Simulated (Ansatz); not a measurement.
Consider the redistribution: `[CH3][GeH2][CH]=O` + `C[NH][GeH2][F]` → `[CH3][GeH]([F])[CH]=O` + `C[NH][GeH3]`.

Calculated with Ansatz (gas phase, PBE0-D4/def2-TZVP geometries, no zero-point term in ΔE). CCSD(T)/CBS is the MP2 limit (def2-TZVPP, def2-QZVPP) plus CCSD(T) − MP2 in def2-TZVPP, frozen cores. Functionals use def2-TZVPP. For Ge outer-core shells are correlated without core-valence functions, which leaves a few kJ/mol of doubt a bond. Scalar relativity is left out up to krypton. Each species was taken in one conformer, which may not be the lowest.

`[CH3][GeH2][CH]=O`:

Z-matrix (Å, degrees):
```
C
Ge 1 1.944
H 1 1.090 2 110.7
H 1 1.090 2 109.7 3 120.5
H 1 1.090 2 109.8 3 -120.5
C 2 2.006 1 108.3 3 180.0
H 2 1.542 1 112.5 3 -61.1
H 2 1.542 1 112.5 3 61.0
O 6 1.201 2 121.8 1 0.2
H 6 1.117 2 118.6 1 -179.8
```

`C[NH][GeH2][F]`:

Z-matrix (Å, degrees):
```
C
N 1 1.450
H 1 1.097 2 113.8
H 1 1.094 2 110.4 3 122.0
H 1 1.093 2 109.6 3 -120.4
Ge 2 1.805 1 121.9 3 81.4
H 2 1.009 1 113.1 3 -63.2
F 6 1.754 2 111.6 1 -67.2
H 6 1.531 2 109.3 1 176.7
H 6 1.532 2 109.0 1 47.7
```

`[CH3][GeH]([F])[CH]=O`:

```xyz
10

C    -0.222    0.490    1.418
Ge    0.550    0.319   -0.347
F     2.135   -0.404   -0.184
C    -0.487   -0.968   -1.479
O    -1.683   -0.880   -1.562
H    -0.157   -0.464    1.941
H     0.306    1.251    1.993
H    -1.272    0.773    1.327
H     0.768    1.653   -1.083
H     0.062   -1.769   -2.024
```

`C[NH][GeH3]`:

```xyz
10

C    -0.354   -1.178    0.675
N     0.067    0.209    0.728
Ge    0.207    1.130   -0.857
H    -0.546   -1.553    1.684
H     0.363   -1.859    0.193
H    -1.296   -1.253    0.124
H     0.875    0.331    1.322
H     0.729    2.535   -0.521
H    -1.202    1.186   -1.470
H     1.157    0.454   -1.877
```

```csv
level,ΔE (kJ/mol)
ωB97X-V,16.6
PBE,16.8
```

What does CCSD(T)/CBS give? (Estimate.)

Ansatz gave: +17.7 kJ/mol. The listed levels differ from it by -1.1, -0.9 kJ/mol.

Largest T1 diagnostic among the species: 0.013.
